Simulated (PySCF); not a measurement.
**Potential energy of GdH along the bond**

Set-up: Gd x2c-SVPall, H x2c-SVPall; spin-free X2C with a Gaussian nucleus (PySCF 2.14). Energies in eV from Gd (4f7 5d1 6s2) + H in their ground configurations at the same level. State: octet, about 7.0 electrons in the 4f shell (Mulliken).

All columns are PBE0. A positive dipole means Gd(−)H(+).

```tsv
R (Å)	E (eV)	μ (D)	Mulliken charge on Gd (basis-dependent)	HOMO (eV)	LUMO (eV)	Mayer bond order	⟨S²⟩
1.673	-2.179	-1.30	0.19	-4.17	-1.69	0.96	15.78
1.750	-2.390	-1.50	0.18	-4.20	-1.74	0.96	15.84
1.828	-2.515	-1.71	0.18	-4.23	-1.79	0.96	15.90
1.887	-2.562	-1.87	0.18	-4.26	-1.83	0.95	15.94
1.945	-2.577	-2.04	0.18	-4.29	-1.86	0.95	15.97
2.003	-2.564	-2.21	0.18	-4.32	-1.90	0.95	16.00
2.081	-2.511	-2.44	0.19	-4.36	-1.96	0.95	16.04
2.178	-2.402	-2.73	0.20	-4.41	-2.02	0.94	16.08
2.295	-2.225	-3.07	0.21	-4.47	-2.10	0.94	16.12
2.451	-1.945	-3.51	0.22	-4.55	-2.20	0.92	16.18
```

A fit through these points gives, at Re = 1.945 Å, μ = -2.04 D and dμ/dR = -2.90 D/Å; the reduced mass is 1.001 u.

Q: How strong is the fundamental in the double-harmonic approximation, I = 42.26·(dμ/dR)²/μred km/mol?

A: I = 42.26·(-2.90)²/1.001 = 355 km/mol at PBE0.

⟨S²⟩ of the unrestricted solution departs from its pure value on part of the curve, where spin states mix. These are scalar-relativistic numbers at best; spin–orbit coupling would shift them, the dissociation energy most. The state is the lowest single determinant that the PBE0 search found; with open d or f shells the true ground state can be another one.
